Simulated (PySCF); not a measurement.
C2H9NSi3, SMILES [SiH3]C1=N[SiH2][SiH2]C1.

Coordinates come from a PBE0-D3(BJ)/def2-SVP optimisation. This is a generated structure with no PubChem entry under its InChIKey; it may be hypothetical. One conformer was computed; it need not be the lowest.

Two levels are set side by side: TDA-PBE/def2-SVPD (PySCF) and TDA-ωB97X/def2-SVPD (PySCF). Vertical, same geometry. The lowest singlet is HOMO→LUMO 99 % with PBE and HOMO→LUMO 90 % with the other functional; states are paired by order. Differences are taken from unrounded values.

```
quantity                               TDA-ωB97X
-------------------------------------  ---------
lowest singlet excitation (eV)              3.85
lowest triplet excitation (TDA) (eV)        3.25
first bright state (f over 0.05) (eV)       5.98
its oscillator strength                     0.07
```

Q: What does TDA-PBE give, and how far is it from TDA-ωB97X? (An estimate is asked for; the answer gives what the named calculation found.)

A: 
```
quantity                               TDA-PBE  TDA-PBE minus TDA-ωB97X
-------------------------------------  -------  -----------------------
lowest singlet excitation (eV)            3.46                    -0.39
lowest triplet excitation (TDA) (eV)      2.93                    -0.32
first bright state (f over 0.05) (eV)     5.43                    -0.55
its oscillator strength                   0.23                     0.16
```

Functionals without exact exchange tend to place singlet excitations lower, as here. Differences between two approximate levels are no errors against the true value.

Rough cost on one machine, each run with all the roots and properties that it gave: TDA-ωB97X against TDA-PBE about 9 times.
